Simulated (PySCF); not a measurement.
Compound: C3H18Si5.
InChI=1S/C3H18Si5/c1-3-7(2)8(4,5)6/h7H,3H2,1-2,4-6H3/t7-/m1/s1

Torsions of this conformer, `[CH3:1][CH2:2][Si@@H:3]([CH3:4])[Si:5]([SiH3:6])([SiH3:7])[SiH3:8]`: C1–C2–Si3–C4 -62°, C2–Si3–Si5–Si6 160°.

The closed-shell ground state was solved at several levels (PySCF, density fitting, gas phase, non-relativistic). One conformer (not necessarily the lowest) at the PBE0-D3(BJ)/def2-SVP geometry, without solvent, vibrations or thermal averaging.

| level | basis functions | total energy (Eh) | HOMO (eV) | LUMO (eV) | gap (eV) | dipole (D) |
| --- | --- | --- | --- | --- | --- | --- |
| wB97X-D/pcSseg-1 | 261 | -1572.5152 | -9.32 | 1.51 | 10.83 | 1.38 |
| CAM-B3LYP/def2-SVPD | 324 | -1572.0303 | -8.70 | 0.74 | 9.44 | 1.36 |

Question: Estimate the row for PBE0/pcSseg-1, a basis of 261 functions; the other rows only guide the guess.

Answer: Total energy -1571.8002 Eh, HOMO -7.58 eV, LUMO -0.17 eV, gap 7.41 eV, dipole 1.42 D.

Question: Over all these levels, which gives the widest orbital gap and which the narrowest?

Answer: wB97X-D/pcSseg-1 (range-separated hybrid) has the widest, 10.83 eV, and PBE0/pcSseg-1 (global hybrid, 25 % exact exchange) the narrowest, 7.41 eV. The two share the basis. From the narrowest to the widest the HOMO moves by -1.74 eV and the LUMO by +1.68 eV.

Question: How far do the dipole and the HOMO energy spread over the levels?

Answer: The dipole runs from 1.36 to 1.42 D (mean 1.39 D) and the HOMO from -9.32 to -7.58 eV.

wB97X-D is run here without its empirical dispersion term; that term would change no orbital, density or response property at a fixed geometry.
